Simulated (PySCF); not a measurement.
Isomers of C6H7O2 (doublet state), one GFN2-xTB conformer each. Single-point energies are computed at B3LYP/pcH-1 (PySCF, gas phase, no added dispersion term), electronic only. GFN2-xTB treats the open shell by occupation alone, and not every SCF solution was tested for stability.

Question: Rank them by B3LYP/pcH-1 energy, lowest first (kJ/mol).
A. `[CH3:1][O:2][C:3]1=[CH:4][O:5][CH:6]=[CH:7][CH:8]1` (doublet state) with C1–O2–C3–C4 0°
B. `[CH3:1][O:2][CH2:3][C:4](=[O:5])[C:6]1=[C:7][CH2:8]1` (doublet state) with C1–O2–C3–C4 -71°, O2–C3–C4–O5 5°, C3–C4–C6–C7 -178°
C. `[O:1]=[C:2]([OH:3])[C:4]12[CH2:5][C:6]([CH2:7]1)[CH2:8]2` (doublet state) with O1–C2–O3–H 0°, O1–C2–C4–C5 120°
D. `[O:1]=[C:2]1[O:3][CH2:4][C:5]1[CH:6]1[CH2:7][CH2:8]1` (doublet state) with C4–C5–C6–C7 -146°

Answer: A (0.0), D (31.9), C (147.7), B (317.8).

As drawn, the highest has a three-membered ring, which the lowest lacks. GFN2-xTB itself gives, in the same order: 0.0, 56.2, 184.5, 394.6. Both levels put the same isomer lowest; measured from each level's own lowest isomer, the values differ by up to 76.8 kJ/mol (COCC(=O)C1=[C]C1: 394.6 against 317.8).
